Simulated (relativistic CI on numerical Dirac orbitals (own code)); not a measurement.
Ir⁶⁺: N6,7 absorption edge

Computed with this model: Dirac-Coulomb-Breit CI, orbitals from a KLI potential per configuration, model QED (radiative potential, 1s self-energy scaled to tabulated hydrogen-like ionisation energies), valence Slater integrals scaled by 0.9, multiplet model of core-to-valence dipole absorption; configurations [Xe] 4f14 5d3 → [Xe] 4f13 5d4; 300 K; Lorentzian 0.3 eV and Gaussian 0.3 eV FWHM. Energies are those of the free ion, without screening or charge transfer. The branching ratio is the share of the lower-energy edge in the whole absorption, uncertain by about 0.02 where the edges overlap. S is read from ⟨S²⟩ = S(S + 1).

Field parameters in Wybourne normalisation: Td as Oh with Dq negative (B⁴₀ = 21Dq, B⁴₄ = √(5/14) B⁴₀). The field is a parameter set, without covalency.

free ion: ground-state S = 1.37, centroid 68.52 eV. Peaks (eV, height): 65.9 (12), 66.4 (23), 67.8 (90), 68.6 (100), 70.4 (44).

Td, 10Dq = -15200 cm⁻¹: ground-state S = 1.25, centroid 68.78 eV. Peaks (eV, height): 66.5 (36), 68.2 (100), 69.2 (74), 70.1 (60).

Strongest unbroadened transitions for free ion:

```csv
Energy (eV),Relative strength
65.85,9.5
66.39,23.6
67.08,17.2
67.39,12.0
67.58,31.2
67.80,67.1
67.84,10.4
67.98,13.8
68.07,26.4
68.28,30.8
68.48,10.8
68.54,8.6
68.62,100.0
69.11,9.1
70.04,12.9
70.30,16.6
70.44,33.5
71.11,11.1
```
